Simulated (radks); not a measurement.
Spherical jellium clusters: N electrons in a uniform positive sphere of charge N and radius rs N^(1/3), rs = 2.64 bohr. Method: non-relativistic Kohn-Sham, PBEsol, spin-polarised, spherical densities; computed with a radial shooting solver with Libxc functionals. Levels are named by radial order and angular momentum (1s, 1p, 1d, 2s, ...), and open shells are averaged over m. Each electron was tried in the lowest free levels, single moves between levels near the top were tried too, and the lowest total energy was kept; such a search can miss a lower state. Energies include the self-energy of the background; IP and EA are vertical (highest electron removed, lowest free level filled), at fixed background; spill-out counts the electrons outside the background radius R, and alpha is the static dipole polarisability from linear response (closed shells only). A dash means not computed or, for alpha, an open shell; in EA it means that no bound solution was reached, which is typical of self-interaction and does not show that the anion is unstable. Real open-shell clusters deform, which this model forbids.

N,open shells,2S,E/N (eV),E(N+1) + E(N-1) - 2E(N) (eV),EA (eV),-e(HOMO) (eV),spill-out (e)
1,"1s(up 1, down 0)",1,-0.653,-,-,3.846,0.52
2,none,0,-1.308,1.992,-,4.340,0.74
3,"1p(up 1, down 0)",1,-0.862,-0.975,-,2.376,1.14
4,"1p(up 2, down 0)",2,-0.883,-0.801,-,3.240,1.39
5,"1p(up 3, down 0)",3,-1.056,0.510,-,3.825,1.56
6,"1p(up 3, down 1)",2,-1.086,-0.750,-,3.388,1.74
7,"1p(up 3, down 2)",1,-1.215,-0.528,2.011,3.947,1.88
8,none,0,-1.377,2.424,-,4.341,2.00
9,"1d(up 1, down 0)",1,-1.234,-0.459,-,2.086,2.25
10,"1d(up 2, down 0)",2,-1.166,-0.411,-,2.566,2.45
11,"1d(up 3, down 0)",3,-1.147,-0.365,-,2.952,2.62
12,"1d(up 4, down 0)",4,-1.162,-0.323,-,3.272,2.76
13,"1d(up 5, down 0)",5,-1.199,0.416,-,3.542,2.88
14,"1d(up 5, down 0) 2s(up 1, down 0)",6,-1.202,-0.007,-,3.221,3.17
15,"1d(up 5, down 1) 2s(up 1, down 0)",5,-1.204,-0.488,1.703,3.283,3.28
16,"1d(up 5, down 3)",2,-1.237,-0.275,1.980,3.583,3.25
17,"1d(up 5, down 4)",1,-1.282,-0.236,2.212,3.811,3.35
18,none,0,-1.335,0.209,2.088,4.009,3.44
19,"2s(up 1, down 0)",1,-1.371,0.304,1.905,3.818,3.65
20,none,0,-1.389,1.327,-,3.618,3.89
21,"1f(up 1, down 0)",1,-1.342,-0.241,-,2.337,4.03
22,"1f(up 2, down 0)",2,-1.310,-0.223,-,2.570,4.16
23,"1f(up 3, down 0)",3,-1.290,-,-,2.777,4.27

All shells are closed at N = 2, 8, 18, 20 (there: 1s2 1p6 1d10 2s2); the second difference of the energy has clear peaks (12 % above both neighbours; the first and last values, which can be the largest, are not judged, and half-filled shells can peak too) at N = 5, 8, 13, 20.
